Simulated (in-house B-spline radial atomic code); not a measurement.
# RPA and G0W0 on PBE0: the cobalt ion Co⁴⁺

Configuration [Ar] 3d5, highest spin, mean-field start PBE0. Computed with an all-electron radial atomic-structure program (B-spline basis): all electrons, scalar-relativistic (spin-free one-electron X2C), finite nucleus, each spin shell either full or empty, empty states to l = 9 with an (l + 1/2)⁻⁴ tail; G0W0 by contour deformation at full frequency.

Command:
```bash
python run_gw.py task.json out
```
Settings (radii: box in bohr, nucleus in fm):
```
Z                        27
electrons                23
configuration            [Ar] 3d5
hamiltonian              x2c
method                   pbe0
lmax                     9
rms_radius               3.7875
spin_polarised           True
box_radius               11.96
intervals                68
```

Run time, properties included: 4.1 s on 1 thread of Arm Neoverse N1, with other jobs on the host.

Energies (hartree):

```json
{"term": "mean-field total", "value": "-1388.98625"}
{"term": "Hartree-Fock functional on these orbitals", "value": "-1388.12227"}
{"term": "direct second order", "value": "-1.7405"}
{"term": "second-order exchange", "value": "0.57144"}
{"term": "SOSEX correction", "value": "0.52991"}
```

Question: What is the RPA correlation energy, and what remains with SOSEX?

Answer: RPA gives -1.5461 hartree (-1.83 eV per electron); RPA + SOSEX gives -1.0162, and the second-order doubles -1.169 hartree (no singles). RPA lacks exchange-type terms and so overcorrelates at short range.

Quasi-particle levels (eV):

```
  level  occupied  mean field  Σx - vxc     Σc  QP weight     G0W0
  3d up       yes      -71.69     -9.41      ?          ?        ?
3p down       yes     -124.58     -8.86   0.80      0.944  -132.64
3d down        no      -58.42     11.74  -5.20      0.956   -51.88
```

G0W0 = mean field + (Σx - vxc) + Σc, with Σc (partial-wave tail included) taken at the quasi-particle energy. Only the outer levels were computed. Levels of low weight are left out.

Question: Where does G0W0 put 3d up?

Answer: At -79.77 eV, with Σc = 1.33 eV and a quasi-particle weight of 0.952. The tabulated removal energy is 79.5 ± 0.2 eV (NIST, semi-empirical); the calculation leaves out spin-orbit coupling, Breit and QED terms, and what these don't explain is the method's own error.
